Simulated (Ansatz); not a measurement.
Compare A (`C[SiH2]C1N=CO1`) with its isomer B (`N=CC(O)=C[SiH3]`).

Isolated molecules relaxed with PBE0-D4/def2-TZVP in Ansatz; ΔE leaves out vibrations. CCSD(T)/CBS adds triple-zeta CCSD(T) − MP2 to the extrapolated MP2 energy (def2 sets, frozen cores). Functionals use def2-TZVPP. B3LYP here is the variant with VWN-RPA as its local correlation; programs differ in this. One conformer a species, not always the lowest.

(1) Which isomer does CCSD(T)/CBS put lower? Give the gap. (Estimate.)

(2) Give E(B) − E(A) in kcal/mol with B3LYP-D4, PBE0-D4, MP2/def2-TZVPP, CCSD/def2-TZVPP, B2PLYP, ωB97M-V, B3LYP. (Best estimate.)

(3) Does the order hold for the free energy at 298.15 K (harmonic terms from PBE0-D4)? (Estimate.)

Largest T1 diagnostic: 0.014.

## Answers

(1) Computed: B, by 5.7 kcal/mol.

(2) Computed: B3LYP-D4 -8.8, PBE0-D4 -3.9, MP2/def2-TZVPP -3.7, CCSD/def2-TZVPP -5.6, B2PLYP -6.9, ωB97M-V -3.7, B3LYP -8.8. None reverses the order clearly.

(3) Computed: Yes: G(B) − G(A) = -7.3 kcal/mol, for one conformer each.

Leaving LDA and LC-ωPBE aside and taking each functional with its dispersion term where it has one, the values, not all of them listed here, spread over 8.7 kcal/mol, from BLYP-D4 to ωB97X-V. LDA lies +1.1 kcal/mol from PBE without D4. From BLYP to BHLYP (50 % exact exchange), in def2-TZVPP and without D4, E(B) − E(A) moves by +1.8 kcal/mol.
